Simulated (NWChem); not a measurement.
System: C2H2BrCl; SMILES C(=C/Br)/Cl

This build's default masses of Se (78.918 u) and Br (79.917 u) are each other's, which moves their modes by up to 0.6 %.

Give the equilibrium geometry at PBE-D3(BJ)/def2-SVP (NWChem) as an XYZ file, with the point group.

point group Cs; any orientation.
```
6

Cl     0.5602    -2.0950     0.0000
C     -0.9744    -1.3106     0.0000
C     -1.1651     0.0214     0.0000
Br     0.2104     1.3014     0.0000
H     -1.8381    -1.9936     0.0000
H     -2.1816     0.4405     0.0000
```
